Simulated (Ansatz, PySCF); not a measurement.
Caution: the highest occupied level lies above zero, so the state may not be bound. This triplet is an excited state, 0.66 eV above the relaxed singlet at the level B3LYP/aug-cc-pVTZ // PBE0-D3(BJ)/def2-TZVPD (Ansatz, a quantum-chemistry and plane-wave program).

Cartesian coordinates (Å):
```xyz
4

B      0.5712     0.3642    -0.2124
O     -0.7732     0.3485     0.2724
H      1.4574    -0.3893     0.1463
H     -1.2554    -0.3234    -0.2063
```
Charge -1, spin multiplicity 3.

Task: What is the computed highest occupied spin orbital and total energy (PySCF 2.14.0 with PBE-D3(BJ)/def2-TZVPD // PBE0-D3(BJ)/def2-TZVPD)?

Result: 
* **highest occupied spin orbital**: 2.88 eV
* **total energy**: -2751.63 eV
